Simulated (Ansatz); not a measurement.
`FB1N=CN1` → B• + C• + F• + 2 H• + 2 N•  (atomization)

Calculated with Ansatz (gas phase, PBE0-D4/def2-TZVP geometries, no zero-point term in ΔE). CBS: MP2 limit from def2 TZ/QZ plus the TZ coupled-cluster correction, frozen cores. This one scheme is used for every species, atoms too. DFT in def2-TZVPP. B3LYP here is the variant with VWN-RPA as its local correlation; programs differ in this. HSE06 is defined as in plane-wave codes. No spin–orbit coupling; open shells (•) take unrestricted orbitals. Spin–orbit coupling would lower the free atoms: a little for B, C, F.

What is ΔE at CCSD(T)/CBS? (Best estimate.)

The calculation gave: +3037.3 kJ/mol.

What do these levels give: PBE-D4, r2SCAN-D4, CAM-B3LYP-D4, ωB97M-V, PBE-QIDH, B3LYP, r2SCAN0, HSE06, BHLYP, CCSD/def2-SVP, SCS-MP2/def2-TZVPP, MP2/CBS(def2)? (Best estimate.)

Ansatz gave: PBE-D4 3213.3, r2SCAN-D4 3067.2, CAM-B3LYP-D4 3085.3, ωB97M-V 3083.6, PBE-QIDH 3042.1, B3LYP 3050.1, r2SCAN0 2977.1, HSE06 3091.9, BHLYP 2901.4, CCSD/def2-SVP 2815.2, SCS-MP2/def2-TZVPP 3018.0, MP2/CBS(def2) 3161.1 kJ/mol.

Largest T1 diagnostic among the species: 0.015.

From PBE to PBE0 (25 % exact exchange), in def2-TZVPP and without D4, ΔE moves by −114.8 kJ/mol: exact exchange takes away binding that semilocal exchange gives to molecules. Leaving LDA and LC-ωPBE aside and taking each functional with its dispersion term where it has one, the values, not all of them listed here, spread over 299.4 kJ/mol, from BHLYP-D4 to PBE-D4. LDA lies +433.6 kJ/mol from PBE without D4, its usual overbinding.

For atomizations the MP2-based limit and the directly extrapolated one differ by several kJ/mol either way, and by 10 to 25 for some Ge, Se and Sn compounds, so smaller differences from it don't rank the levels.
